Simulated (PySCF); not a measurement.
# One molecule, several mistakes: BCH3NO

All numbers below are calculated, not measured. The program is PySCF 2.14.0, an open-source quantum chemistry code, run on an isolated molecule that a program drew, which may never have been made. The molecule is BCH3NO (charge 0, doublet), drawn as the SMILES string `N=B[CH]O`.

Each row is a Hartree-Fock (HF) and frozen-core CCSD(T) single point in the cc-pVDZ basis, meant for a local HF minimum. Run 1 is clean. Each other run has one planted mistake out of seven kinds, and not every kind appears here: one electron removed, one electron added, multiplicity raised by two, geometry at a saddle point, minimal basis STO-3G, one bond length entered in bohr, all coordinates scaled. The reference is restricted for singlets and unrestricted otherwise, and also for a bond in bohr. Adding or removing an electron swaps singlet and doublet. Electrons count all cores. HOMO and LUMO are orbital energies over both spins, the gradient is its largest component, and the lowest frequency (negative if imaginary) is given only where the gradient is small. Bond lengths are over the 6 bonds as drawn. T1 is the CCSD diagnostic: over 0.02 (restricted) or 0.045 (unrestricted) a single reference is doubtful.

Geometry of the clean run:
```xyz
7
BCH3NO, angstrom
N    -0.4273    3.2159   -2.6374
B    -1.2789    2.6176   -1.9785
C    -2.3658    1.8840   -1.2179
O    -2.1407    1.5117    0.0623
H     0.2673    3.6916   -3.1468
H    -3.3270    1.6394   -1.6525
H    -2.8970    1.0664    0.4128
```

```
run,electrons,basis functions,<S^2>,HOMO (eV),LUMO (eV),gradient (hartree/bohr),lowest frequency (cm^-1),mean bond (Å),longest bond (Å),T1,HF (hartree),CCSD(T) (hartree),mistake
1,29,71,0.774,-9.06,2.98,3.6e-05,219,1.1853,1.516,0.0195,-193.59086,-194.17511,no fault
2,29,71,1.750,-10.78,2.51,1.9e-02,-,1.3858,2.555,0.0232,-193.49175,-194.02213,one bond length entered in bohr
3,30,71,0.000,0.47,9.89,9.0e-02,-,1.1853,1.516,0.0138,-193.52093,-194.13125,one electron added
4,29,71,3.773,-4.47,0.84,1.8e-01,-,1.1853,1.516,0.0199,-193.39418,-193.93999,?
5,29,71,0.799,-9.65,2.57,5.4e-02,-,1.2718,1.627,0.0246,-193.55171,-194.15549,?
```

**Which mistake was planted in run 4, and what did it cost?**

Electrons, basis and geometry are unchanged, and <S^2> is 3.773, beside S(S+1) = 3.75 for a multiplicity of 4. So the mistake is: multiplicity raised by two. Subtracting run 1 and multiplying by 627.51 kcal/mol a hartree, the energy moved by 123.4 kcal/mol in HF and 147.5 kcal/mol in CCSD(T).

**Which mistake was planted in run 5, and what did it cost?**

The mean and the longest bond both change by the same factor, 1.073, and the gradient is no longer small. So the mistake is: all coordinates scaled. Subtracting run 1 and multiplying by 627.51 kcal/mol a hartree, the energy moved by 24.6 kcal/mol in HF and 12.3 kcal/mol in CCSD(T).

Cautions from the logs. Run 3: the HOMO is above zero, so the electron isn't bound and the energy depends on the basis.
